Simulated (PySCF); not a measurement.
Vertical excitations of a molecule C3H8Ge from PySCF 2.14.0 with TDA-PBE/def2-SVPD, as energy in eV (oscillator strength): 5.84 (0.016), 6.24 (0.220), 6.56 (0.267), 6.80 (0.003), 6.97 (0.027), 7.03 (0.019), 7.05 (0.005), 7.15 (0.002), 7.17 (0.056), 7.50 (0.011). Lowest triplet (TDA): 4.21 eV. Geometry optimised at B3LYP-D3(BJ)/def2-SVP. The values are those of a single conformer.

**Question.** Identify the compound among the candidates.
A. C=[CH][GeH2][CH3]
B. C=C[CH2][GeH3]
C. C=[C](C)[GeH3]
D. C/C=[CH]\[GeH3]

**Answer.** B, C=C[CH2][GeH3]
